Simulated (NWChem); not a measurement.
Species: alpha-methylstyrene (C$_{9}$H$_{10}$); SMILES C=C(C)c1ccccc1

```xyz
19

C     -1.2163     2.3596     0.3616
C     -0.1075     1.6901     0.0074
C      1.1409     2.4301    -0.3847
C     -0.0580     0.2053     0.0040
C      1.1586    -0.4786     0.1579
C      1.2079    -1.8714     0.1729
C      0.0418    -2.6175     0.0203
C     -1.1741    -1.9552    -0.1527
C     -1.2213    -0.5653    -0.1646
H     -1.2429     3.4522     0.3421
H     -2.1212     1.8500     0.7001
H      1.9424     2.2904     0.3595
H      1.5351     2.0721    -1.3494
H      0.9506     3.5090    -0.4639
H      2.0861     0.0835     0.2829
H      2.1684    -2.3760     0.3041
H      0.0798    -3.7095     0.0257
H     -2.0944    -2.5280    -0.2920
H     -2.1768    -0.0635    -0.3321
```
Atoms are numbered in this order, from 1.

Program: NWChem. Geometry: optimised at PBE0/def2-SVP. Not confirmed as a minimum by frequencies. B3LYP is NWChem's, with the RPA form of VWN correlation. Level: B3LYP/def2-SVP with SMD (1 M gas to 1 M solution), gas-phase geometry.

Problem. Estimate the computed values for solvent 1,4-dioxane. Quantities: solvation free energy (kcal/mol); cavity-dispersion-structure term (kcal/mol); dipole in solution (D).

Solution. 
* **solvation free energy (kcal/mol)**: -3.1
* **cavity-dispersion-structure term (kcal/mol)**: -1.0
* **dipole in solution (D)**: 0.42
